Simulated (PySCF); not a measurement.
C6H5F, SMILES C(#C)C(/C=C\F)=C.

Geometry optimised at PBE0-D3(BJ)/def2-SVP. The structure was generated by enumeration; whether it is a known compound was not checked. The values are those of a single conformer.

All values below come from SMD-M06-2X/def2-SVP (PySCF).

Solvation free energies are E(SMD) − E(gas) at the gas-phase geometry, for 1 M in both phases. In vacuum the dipole moment is 1.41 D.

| solvent | ΔG(solv) (kcal/mol) | its non-electrostatic (CDS) part | dipole (D) |
|---|---|---|---|
| water | -0.8 | 6.2 | 2.07 |
| acetonitrile | -5.4 | 1.3 | 2.05 |
| benzene | -3.3 | -0.4 | 1.67 |
